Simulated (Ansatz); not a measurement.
Basis-set extrapolation for C₂H₆BFO, SMILES `BC(F)OC` (PBE0-D4/def2-TZVP geometry, frozen core, Ansatz). Multiplicity 1, RHF reference.

```json
{"": "HF", "def2-TZVPP": "-278.287037", "def2-QZVPP": "-278.299738"}
{"": "MP2 correlation", "def2-TZVPP": "-0.923540", "def2-QZVPP": "-0.995404"}
{"": "CCSD(T) correlation", "def2-TZVPP": "-0.994814", "def2-QZVPP": "not run"}
```

Energies in hartree. Use E(X) = E(∞) + A·exp(−7.88·√X) for Hartree–Fock and E(X) = E(∞) + B·X^(−2.97) for correlation, with X = 3 and 4, and add CCSD(T) minus MP2 of the smaller set to the MP2 limit.

Q: What is the CCSD(T) energy at the basis-set limit?

A: HF limit: -278.299738 + (-0.012701) × 0.13774 = -278.30149. MP2 limit: -0.995404 + (-0.071864) × 0.74074 = -1.04864. Higher-order term: -0.994814 − (-0.923540) = -0.07127. Total: -279.42140 hartree, 366.4 kJ/mol below CCSD(T)/def2-TZVPP.
